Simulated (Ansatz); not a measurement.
Start from `O=CC1CO1` and change one atom or group to get `[GaH2][CH]1CO1`.

Ansatz, PBE0-D4/def2-TZVP geometries, multiplicity 1. Each molecule was computed in one conformer, which needn't be the lowest.

Scalar relativity is left out up to krypton.

```
                             property  `O=CC1CO1`
HOMO energy (ωB97M-V/def2-TZVPP) / eV      -10.19
 HOMO–LUMO gap (PBE0/def2-TZVPP) / eV        6.53
  LUMO energy (B3LYP/def2-TZVPP) / eV       -1.51
    LUMO energy (PBE/def2-TZVPP) / eV       -2.37
  HOMO–LUMO gap (PBE/def2-TZVPP) / eV        3.74
   HOMO energy (PBE0/def2-TZVPP) / eV       -7.76
```

What does the change do to each property? (Best estimate.)

The calculation gave: 
```tsv
property	`[GaH2][CH]1CO1`	shift
HOMO energy (ωB97M-V/def2-TZVPP) / eV	-9.66	0.53
HOMO–LUMO gap (PBE0/def2-TZVPP) / eV	5.65	-0.88
LUMO energy (B3LYP/def2-TZVPP) / eV	-2.00	-0.49
LUMO energy (PBE/def2-TZVPP) / eV	-2.51	-0.14
HOMO–LUMO gap (PBE/def2-TZVPP) / eV	3.38	-0.36
HOMO energy (PBE0/def2-TZVPP) / eV	-7.36	0.40
```

With PBE0 the HOMO rises by 0.40 eV and the LUMO falls by 0.48 eV, so the gap narrows by about 0.88 eV. PBE moves the HOMO by 0.22 eV and ωB97M-V by 0.53 eV.

B3LYP here is the variant with VWN-RPA as its local correlation; programs differ in this.
